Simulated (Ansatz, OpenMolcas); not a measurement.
**PbTe (SMILES [Te][Pb]): the vertical ionisation energy from total energies**

PbTe has 2 atoms, charge 0, and is taken as a singlet. As SMILES, `[Te][Pb]`. The shape is that of a PBE0-D4/def2-TZVP optimisation.

```xyz
2

Te    0.0000    0.0000   -0.0090
Pb    0.0000    0.0000    2.5809
```

Both states at this one shape; open shells run unrestricted unless said. 1 Eh = 27.2114 eV.

| level | program | singlet PbTe (Eh) | doublet PbTe+ (Eh) | HOMO of the first (eV) |
| --- | --- | --- | --- | --- |
| r2SCAN/def2-TZVPP (core potential) | Ansatz | -461.156161 | -460.850582 | -5.80 |
| M06-2X/def2-TZVPP (core potential) | OpenMolcas | -460.747353 | -460.456917 | -7.20 |
| r2SCAN0/def2-TZVPP (core potential) | Ansatz | -461.066951 | -460.763672 | -6.57 |
| B2PLYP/def2-TZVPP (core potential), 8 core orbitals frozen | Ansatz | -460.563960 | -460.256900 | -6.99 |

Task: Work out the vertical ionisation energy at each level.

Result: 
1. r2SCAN/def2-TZVPP (core potential): -460.850582 − (-461.156161) = 0.305579 Eh = 8.32 eV; −ε(HOMO) = 5.80 eV.
2. M06-2X/def2-TZVPP (core potential): -460.456917 − (-460.747353) = 0.290436 Eh = 7.90 eV; −ε(HOMO) = 7.20 eV.
3. r2SCAN0/def2-TZVPP (core potential): -460.763672 − (-461.066951) = 0.303279 Eh = 8.25 eV; −ε(HOMO) = 6.57 eV.
4. B2PLYP/def2-TZVPP (core potential): -460.256900 − (-460.563960) = 0.307060 Eh = 8.36 eV; −ε(HOMO) = 6.99 eV.

No measured value is set beside it here; the levels span 7.90 to 8.36 eV. In semi-local functionals −ε(HOMO) lies far under the ionisation energy, a result of self-interaction. Spin-orbit coupling is left out.
